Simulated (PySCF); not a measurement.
Ta(NH)(Cl)2(Me) (CH4Cl2NTa), SMILES [NH]=[Ta]([CH3])([Cl])[Cl], multiplicity 1.

The structure is a stationary point at PBE0-D3(BJ)/def2-SVP. The spin state was assumed, not searched. The def2 effective core potentials stand for the cores of Ta; spin–orbit coupling is left out.

Two levels are set side by side: PBE/def2-TZVP (PySCF) and CAM-B3LYP/def2-TZVP (PySCF). Same geometry, gas phase. Differences are taken from unrounded values.

```tsv
quantity	CAM-B3LYP	PBE	PBE minus CAM-B3LYP
orbital gap (eV)	8.63	4.00	-4.63
highest occupied level (eV)	-9.57	-6.90	2.67
lowest empty level (eV)	-0.94	-2.90	-1.96
dipole moment (D)	1.36	1.38	0.02
mean polarisability (bohr³)	82.3	86.5	4.2
```

PBE's occupied levels lie high since its potential decays too fast outside the molecule; exact exchange lowers them and widens the gap. PBE's more diffuse valence density responds more strongly to a field. Differences between two approximate levels are no errors against the true value.

Rough cost on one machine, each run with all the roots and properties that it gave: CAM-B3LYP against PBE within a factor of 2.
